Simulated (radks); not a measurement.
Results of a calculation; reference values are marked as such.
Q: All-electron atom: Ta0.25- in [Xe] 4f14 6s2 5d(up 2.75, down 0.5) (fractional occupations, a model configuration). Level of theory: scalar-relativistic Kohn-Sham, PBEsol, spin-polarised, spherical densities, finite nucleus; Fermi nuclear charge, rms radius 5.3507 fm (a radial shooting solver on a logarithmic mesh with Libxc functionals). Some entries of the table are withheld. Estimate them.

orbital,occ.,eigenvalue (hartree),<1/r> (bohr^-1)
1s down,1,-2473.939,85.37
1s up,1,-2473.939,85.37
2s up,1,-425.0227,19.95
2s down,1,-425.0201,19.95
2p up,3,-372.5933,18.15
2p down,3,-372.5912,18.15
3s up,1,-97.29656,7.384
3s down,1,-97.29594,7.384
3p up,3,-81.69580,6.834
3p down,3,-81.69508,6.834
3d up,5,-63.45644,6.462
3d down,5,-63.45485,6.462
4s up,1,-19.76164,3.135
4s down,1,-19.75964,3.135
4p up,3,-14.64146,2.851
4p down,3,-14.63956,2.851
4d up,5,-8.08128,2.532
4d down,5,-8.07890,2.532
5s up,1,-2.61630,1.210
5s down,1,-2.58974,1.215
5p up,3,-1.38823,(1)
5p down,3,-1.35138,(2)
4f up,7,-0.83261,2.000
4f down,7,-0.82611,2.005
6s up,1,-0.15737,0.3813
6s down,1,-0.12572,0.3627
5d up,2.75,(3),0.5860
5d down,0.5,(4),0.5652

A: 
(1) 5p up <1/r> (bohr^-1): 1.009
(2) 5p down <1/r> (bohr^-1): 1.016
(3) 5d up eigenvalue (hartree): -0.08533
(4) 5d down eigenvalue (hartree): -0.04060
